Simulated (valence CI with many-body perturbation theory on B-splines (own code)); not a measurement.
Values are calculated unless marked as measured or tabulated.
## Ar13+: magnetic and hyperfine properties of the levels

Level of theory: valence CI with perturbative core correlation (CI+MBPT): three valence electrons over a frozen Dirac-Fock core [He], a basis of 11 s, 11 p, 9 d, 7 f, 5 g, 2 h, 1 i functions for each j, with the one-electron correlation potential Σ1 (screened to all orders), the two-electron term Σ2, the three-electron term Σ3, Breit, model QED; selected single and double excitations, second order for the rest (own B-spline code, finite nucleus).

No measured levels were compared; by estimate levels of excited configurations hold to 0.05 to 0.15 % of their energy, terms of the ground configuration to about 0.5 %.

A/g_I is the dipole constant over the nuclear g factor μ/I (μ in nuclear magnetons, uniformly magnetised nucleus), B/Q the quadrupole constant per barn. Both hold the static response of the core; the bare values leave it out. Large factors of s and p1/2 electrons are usually good to 5 to 10 %; those of open d and f shells near neutrality can be off by tens of per cent, and small factors of p3/2, d and f electrons come from cancelling terms and can be off by a factor of two or in sign, in half-filled shells by more. B is blank for J = 1/2, where it vanishes, and for nearly pure S terms. Energies count from the lowest level.

Names give the largest LS component (configuration and term), which can be under half, so a name can repeat, a term be missing and a line seem to break the LS rules; names also repeat where a configuration has a term twice. Letters in brackets count levels of one name in rising energy.

| Level | E (× 10³ cm⁻¹) | g | A/g_I (MHz) | A/g_I bare | B/Q (MHz/b) | B/Q bare |
| --- | --- | --- | --- | --- | --- | --- |
| 2s2 2p 2P°_1/2 | 0.00 | 0.664 | 44900 | 43900 |  |  |
| 2s2 2p 2P°_3/2 | 22.66 | 1.332 | 8630 | 9350 | 15600 | 15700 |
| 2s 2p2 4P_1/2 | 229.27 | 2.665 | 75900 | 75700 |  |  |
| 2s 2p2 4P_3/2 | 237.86 | 1.733 | 35300 | 35300 | 12700 | 12700 |
| 2s 2p2 4P_5/2 | 249.34 | 1.598 | 37100 | 37100 | -15800 | -15900 |
| 2s 2p2 2D_3/2 | 410.24 | 0.801 | -9190 | -8080 | 22000 | 22100 |
| 2s 2p2 2D_5/2 | 411.21 | 1.201 | 42200 | 41000 | 31500 | 31700 |
| 2s 2p2 2S_1/2 | 514.62 | 1.737 | 118000 | 113000 |  |  |
| 2s 2p2 2P_1/2 | 545.39 | 0.932 | 51200 | 48600 |  |  |
| 2s 2p2 2P_3/2 | 554.91 | 1.330 | -6580 | -4640 | -15900 | -16000 |
| 2p3 4S°_3/2 | 717.98 | 1.996 | -3640 | -4.81 |  |  |
| 2p3 2D°_3/2 | 811.03 | 0.813 | 10400 | 9800 | 6480 | 6520 |
| 2p3 2D°_5/2 | 812.92 | 1.199 | 14800 | 15500 | -224 | -225 |
| 2p3 2P°_1/2 | 908.84 | 0.664 | 45100 | 43600 |  |  |
| 2p3 2P°_3/2 | 913.16 | 1.322 | 7380 | 8570 | -6050 | -6090 |
| 2s2 3s 2S_1/2 | 3416.8 | 2.001 | 41100 | 39900 |  |  |
| 2s2 3p 2P°_1/2 | 3529.6 | 0.665 | 10800 | 10500 |  |  |
| 2s2 3p 2P°_3/2 | 3535.8 | 1.333 | 4590 | 4720 | 4730 | 4760 |
| 2s2 3d 2D_3/2 | 3640.7 | 0.799 | 1470 | 1460 | 774 | 798 |
| 2s2 3d 2D_5/2 | 3642.4 | 1.200 | 504 | 510 | 1090 | 1120 |
| 2s 2p 3s 4P°_1/2 | 3648.7 | 2.660 | 91200 | 88700 |  |  |
| 2s 2p 3s 4P°_3/2 | 3655.7 | 1.728 | 58300 | 57100 | -12900 | -13000 |
| 2s 2p 3s 4P°_5/2 | 3670.0 | 1.600 | 43400 | 42600 | 16400 | 16500 |
| 2s 2p 3s 2P°_1/2 [a] | 3704.8 | 0.671 | 15500 | 15600 |  |  |
| 2s 2p 3s 2P°_3/2 [a] | 3720.3 | 1.336 | 41200 | 40600 | 15700 | 15800 |
| 2s 2p 3p 4D_1/2 | 3749.1 | 0.214 | -12800 | -12200 |  |  |
| 2s 2p 3p 4D_3/2 | 3755.4 | 1.239 | 37900 | 37200 | -5550 | -5590 |
| 2s 2p 3p 2P_1/2 [a] | 3763.2 | 0.471 | -37100 | -36200 |  |  |
| 2s 2p 3p 2P_3/2 [a] | 3765.5 | 1.340 | 27700 | 27200 | -5850 | -5890 |
| 2s 2p 3p 4D_5/2 | 3766.2 | 1.373 | 27900 | 27500 | 4630 | 4650 |
| 2s 2p 3p 4D_7/2 | 3778.9 | 1.428 | 26300 | 26000 | 20800 | 21000 |
| 2s 2p 3p 4S_3/2 | 3787.8 | 1.910 | 47600 | 46900 | -1760 | -1770 |
| 2s 2p 3p 4P_1/2 | 3797.0 | 2.651 | 86000 | 84500 |  |  |
| 2s 2p 3p 4P_3/2 | 3805.4 | 1.735 | 42000 | 41500 | 9380 | 9450 |
| 2s 2p 3p 4P_5/2 | 3810.4 | 1.573 | 35700 | 35300 | -5780 | -5820 |
| 2s 2p 3p 2D_3/2 [a] | 3813.1 | 0.839 | 5490 | 5440 | 16000 | 16100 |
| 2s 2p 3p 2D_5/2 [a] | 3827.5 | 1.223 | 23200 | 23000 | 19000 | 19200 |
| 2s 2p 3d 4F°_3/2 | 3846.0 | 0.417 | -16200 | -15700 | 5670 | 5730 |
| 2s 2p 3d 4F°_5/2 | 3850.2 | 1.040 | 10600 | 10500 | 3310 | 3350 |
| 2s 2p 3p 2S_1/2 [a] | 3855.9 | 1.991 | 58100 | 58300 |  |  |

Take the isotope of mass number 39, with I = 7/2, μ = -1.59 μN and Q = -0.116 b. What is the hyperfine structure of 2s 2p2 4P_3/2?

From the table A = -16000 MHz, B = -1470 MHz. Shifts from the centre of gravity in MHz: F = 2: 107000, F = 3: 60300, F = 4: -3320, F = 5: -84400.
